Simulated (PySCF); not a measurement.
# Simulated absorption spectrum

C₂H₁₁GeNSi.
Numbering: `[CH3:1][CH2:2][Ge@@H:3]([NH2:4])[SiH3:5]` (hydrogens: H6, H7, H8 on C1; H9, H10 on C2; H11 on Ge3; H12, H13 on N4; H14, H15, H16 on Si5)

Theory: PySCF 2.14.0, density-fitted response routines, TDDFT PBE0/def2-SVPD, vertical, gas phase, core orbitals frozen in the response. Isolated species at its PBE0-D3(BJ)/def2-SVP geometry (one conformer only). Relativistic effects, spin–orbit coupling among them, are left out although an element past zinc is present. Torsions of this conformer, `[CH3:1][CH2:2][Ge@@H:3]([NH2:4])[SiH3:5]`: C1–C2–Ge3–N4 -61°, H–N4–Ge3–C2 -59°, H–N4–Ge3–C2 68°.

Computed states:

| state | E (eV) | f |
| --- | --- | --- |
| S1 | 5.78 | 0.016 |
| S2 | 6.43 | 0.020 |
| S3 | 6.62 | 0.019 |
| S4 | 6.74 | 0.021 |
| S5 | 6.89 | 0.039 |
| S6 | 7.22 | 0.023 |

Each state is given a Gaussian of 0.25 eV full width at half maximum, with ε(max) = 2.175×10⁸ f / Δν̃ (Δν̃ the width in cm⁻¹). The width is an assumption, not a result. The curve ends short of the highest state used, and states not computed would add to its high-energy end.

Question: What does the envelope look like, and where are its maxima?

Answer: 
(E (eV), ε (L mol⁻¹ cm⁻¹)): (5.40, 3), (5.46, 19), (5.51, 69), (5.56, 205), (5.61, 483), (5.67, 1012), (5.72, 1466), (5.77, 1703), (5.83, 1520), (5.88, 1084), (5.93, 619), (5.98, 283), (6.04, 85), (6.09, 35), (6.14, 54), (6.19, 160), (6.25, 496), (6.30, 1012), (6.35, 1684), (6.40, 2334), (6.46, 2875), (6.51, 3168), (6.56, 3475), (6.62, 3936)

Maxima: 215 nm (5.78 eV), ε about 1700, made up of S1 (100%) (ε in L mol⁻¹ cm⁻¹; maxima over ε = 5, shares over 10%). At its high-energy end, 6.62 eV, the curve is still rising (ε about 3900, from S2, S3 and S4).

Question: On this curve, what absorbance would a 10⁻⁴ mol/L sample give at 222 nm over a 1 cm path?

Answer: 222 nm is 5.585 eV, where ε is about 320 L mol⁻¹ cm⁻¹, so A = ε c l ≈ 0.032 (Beer–Lambert, with the gas-phase spectrum and the assumed width).

Question: What would ε be at 5.78 eV, the highest of these maxima, with half the width (0.125 eV)?

Answer: About 3420 L mol⁻¹ cm⁻¹ against 1710, a factor of about 2.00; a lone state at its own centre would give exactly 2.

Question: Coming from long wavelengths, where does ε first pass 100 L mol⁻¹ cm⁻¹?

Answer: At about 224 nm (5.53 eV), 0.25 eV below S1.
